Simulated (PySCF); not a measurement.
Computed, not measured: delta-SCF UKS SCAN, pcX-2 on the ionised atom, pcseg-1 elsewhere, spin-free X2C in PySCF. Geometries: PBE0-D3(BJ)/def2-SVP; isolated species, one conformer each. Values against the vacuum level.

(1) Order these sites by rising C 1s binding energy.
A. C1 in `[CH2:1]=[CH:2][CH2:3][S-:4]`
B. C3 in `[CH:1]#[C:2][C@@H:3]1[CH:4]=[N:5]1`
C. C5 in `[CH:1]#[C:2][C:3]1=[N:4][CH2:5]1`
D. Carbon in `CN(C)[SiH2][SiH]([SiH3])[SiH3]`
E. Carbon in `C[N+](C)(C)C`

(2) Order these sites by rising N 1s binding energy.
A. Nitrogen in `CN(C)[SiH2][SiH]([SiH3])[SiH3]`
B. Nitrogen in `C[N+](C)(C)C`
C. Nitrogen in `C#C[C@@H]1C=N1`
D. Nitrogen in `N1=C(C1)C#C`

Answers

(1) A (285.27 eV), D (291.42 eV), C (291.80 eV), B (292.68 eV), E (297.12 eV).

From the lowest up, the atoms are bonded to: C (double bond) and 2 H in a species of charge -1 (285.27); N and 3 H (291.42); N, C and 2 H (291.80); N, 2 C and H (292.68); N and 3 H in a species of charge +1 (297.12).

(2) A (404.17 eV), D (405.09 eV), C (405.64 eV), B (413.34 eV).

From the lowest up, the atoms are bonded to: 2 C and Si (404.17); C (double bond) and C (405.09); C (double bond) and C (405.64); 4 C in a species of charge +1 (413.34).

1 of these hole states is spin-contaminated (⟨S²⟩ 0.85, against 0.75; counted from 0.85) and less certain. The basis sets have no added diffuse functions, a weakness for anions.
